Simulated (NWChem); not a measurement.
# CH$_{5}$Ga; SMILES [CH3][GaH2]

```xyz
7

Ga    -0.0060     0.4112     0.0053
H     -1.3512     1.1857     0.2818
H      1.3045     1.2397    -0.2758
C      0.0009    -1.5561    -0.0010
H     -0.5011    -1.9490     0.8976
H      1.0124    -1.9821    -0.0604
H     -0.5774    -1.9189    -0.8679
```
Atoms are numbered in this order, from 1.

Results from NWChem. The geometry was optimised at PBE0/def2-SVP. Static field.

| level | isotropic polarisability (bohr³) | anisotropy (bohr³) |
|---|---|---|
| PBE/def2-SVPD | 46.6 | 17.0 |
| B3LYP/def2-SVPD | 45.3 | 16.1 |
| LDA (Slater exchange, VWN5)/def2-SVPD | [?] | [?] |
| BHandHLYP/def2-SVPD | 43.4 | 14.3 |

Question: What belongs in the gaps?

Answer: 
- LDA (Slater exchange, VWN5)/def2-SVPD, isotropic polarisability (bohr³): 47.6
- LDA (Slater exchange, VWN5)/def2-SVPD, anisotropy (bohr³): 17.8
